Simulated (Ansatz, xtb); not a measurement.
**Isomers of C4H5NS2 in order of energy**

6 gas-phase structures of C4H5NS2, from a drawn sample of its isomers (lower ones may exist). Each was relaxed with GFN2-xTB:

A. `Nc1sccc1S`, a singlet
B. `Nc1ccc(S)s1`, a singlet
C. `Nc1cscc1S`, a singlet
D. `Nc1csc(S)c1`, a singlet
E. `Nc1ccsc1S`, a singlet
F. `Nc1cc(S)cs1`, a singlet

Task: Estimate their order in r2SCAN-D4/def2-SVP energy at these geometries, lowest first.

Result: Calculated order at r2SCAN-D4/def2-SVP: C (0.000), E (0.096), A (0.163), F (0.165), D (0.186), B (0.258) eV. Less than 1 kcal/mol parts A and F; F and D, so the order within those pairs means little.

Energies above the lowest of each column, in eV; the last columns are at PBE0-D3(BJ)/def2-SVP geometries:

```csv
structure,GFN2-xTB,HF/STO-3G,r2SCAN-D4/def2-SVP,PBE0-D3(BJ)/def2-SVP,CCSD(T)/def2-SVP + ΔMP2/def2-TZVPP
C,0.005,0.031,0.000,0.016,0.000
E,0.089,0.087,0.096,0.000,0.012
A,0.020,0.089,0.163,0.049,0.079
F,0.000,0.013,0.165,0.192,0.178
D,0.097,0.000,0.186,0.167,0.124
B,0.112,0.063,0.258,0.162,0.183
```

CCSD(T)/def2-SVP + ΔMP2/def2-TZVPP puts C lowest, with E within 1 kcal/mol; HF/STO-3G picks D. CCSD(T)/def2-SVP + ΔMP2/def2-TZVPP orders those it was run on as C (0.000), E (0.012), A (0.079), D (0.124), F (0.178), B (0.183) eV. Less than 1 kcal/mol parts C and E; F and B, so the order within those pairs means little. Flexible structures stand in one conformer each, not always the lowest. Frequencies (GFN2-xTB) were run for C, D, F alone. ΔMP2 is the change of the MP2 energy from the smaller to the larger basis.

Over these structures GFN2-xTB departs from r2SCAN-D4/def2-SVP by 0.061 eV on average once a common shift is removed. A GFN2-xTB relaxation took about 0.1 s and the r2SCAN-D4/def2-SVP energy about 4.2 s on a shared host (Ansatz 0.2.0, xtb 6.7.1).
